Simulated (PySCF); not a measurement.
A series of related molecules.

All values: PBE0/pcSseg-1 (PySCF) at GFN2-xTB geometries, gas phase, one conformer each.

(1) Rank by LUMO energy, highest first.
A. `[H]/N=C\C(=C)/C=N/[SiH2]P`
B. `C=C(C#N)/C=N/[SiH2]P`
C. `C=C(/C=N/[SiH2]P)C[SiH3]`

Results:

(1) C (-1.73 eV), A (-2.32 eV), B (-2.56 eV).

All values together:

```csv
SMILES,formula,μ (D),HOMO (eV),LUMO (eV),lowest IAO charge (e),highest IAO charge (e),lowest Hirshfeld charge (e),highest Hirshfeld charge (e)
C=CC(=C)/C=N/[SiH2]P,C5H10NPSi,1.59,-6.78,-1.74,-0.546 (N),+0.729 (Si),-0.220 (N),+0.312 (Si)
C=C(/C=N/[SiH2]P)C[SiH3],C4H12NPSi2,1.68,-7.09,-1.73,-0.561 (N),+0.729 (Si),-0.222 (N),+0.311 (Si)
C=C(C#N)/C=N/[SiH2]P,C4H7N2PSi,4.35,-7.45,-2.56,-0.530 (N),+0.732 (Si),-0.221 (N),+0.319 (Si)
[H]/N=C\C(=C)/C=N/[SiH2]P,C4H9N2PSi,0.94,-7.25,-2.32,-0.541 (N),+0.726 (Si),-0.230 (N),+0.313 (Si)
```

Conformers: `[CH2:1]=[CH:2][C:3](=[CH2:4])/[CH:5]=[N:6]/[SiH2:7][PH2:8]` with C1–C2–C3–C4 161°, C2–C3–C5–N6 -19°, C5–N6–Si7–P8 -113°, N6–Si7–P8–H -163° and -70°; `[CH2:1]=[C:2](/[CH:3]=[N:4]/[SiH2:5][PH2:6])[CH2:7][SiH3:8]` with C1–C2–C3–N4 179°, C3–N4–Si5–P6 107°, N4–Si5–P6–H 73° and 166°, C1–C2–C7–Si8 -100°; `[CH2:1]=[C:2]([C:3]#[N:4])/[CH:5]=[N:6]/[SiH2:7][PH2:8]` with C1–C2–C5–N6 -179°, C5–N6–Si7–P8 102°, N6–Si7–P8–H 52° and 145°; `[H]/[N:4]=[CH:3]\[C:2](=[CH2:1])/[CH:5]=[N:6]/[SiH2:7][PH2:8]` with C1–C2–C3–N4 -162°, C1–C2–C5–N6 9°, C5–N6–Si7–P8 115°, N6–Si7–P8–H 179° and -89°.
